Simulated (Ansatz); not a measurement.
Isolated molecules relaxed with PBE0-D4/def2-TZVP in Ansatz; ΔE leaves out vibrations. CCSD(T)/CBS is the MP2 limit (def2-TZVPP, def2-QZVPP) plus CCSD(T) − MP2 in def2-TZVPP, frozen cores. This one scheme is used for every species. Functionals use def2-TZVPP. Each species was taken in one conformer, which may not be the lowest.

Consider the formal hydrolysis of the Si–O bond: `CO[SiH]1C=N1` + H₂O → `O[SiH]1C=N1` + CH₃OH.

| level | ΔE (kcal/mol) | difference from CCSD(T)/CBS |
| --- | --- | --- |
| PBE-D4 | -1.1 | -0.6 |
| ωB97M-V | -1.2 | -0.7 |
| B2PLYP | -1.3 | -0.8 |
| r2SCAN | -1.4 | -0.9 |
| HF/def2-TZVPP | -2.3 | -1.8 |
| SCS-MP2/def2-TZVPP | -0.9 | -0.4 |
| CCSD(T)/def2-TZVPP | -0.8 | -0.3 |
| HF/def2-QZVPP | -2.1 | -1.6 |
| SCS-MP2/def2-QZVPP | -0.7 | -0.2 |
| HF/CBS(def2) | -2.1 | -1.6 |
| CCSD(T)/CBS | -0.5 | 0 |

Largest T1 diagnostic among the species: 0.014.

The D4 term adds +1.1 kcal/mol with B3LYP and +0.6 kcal/mol with PBE0; it sums over pairs of atoms, weighted by their polarisabilities, and B3LYP, whose exchange is more repulsive, gets the larger term. In def2-TZVPP, CCSD(T) changes the Hartree–Fock value by +1.5 kcal/mol (the triples alone add +0.2 kcal/mol) and MP2 by +1.7 kcal/mol.

B3LYP here is the variant with VWN-RPA as its local correlation; programs differ in this.
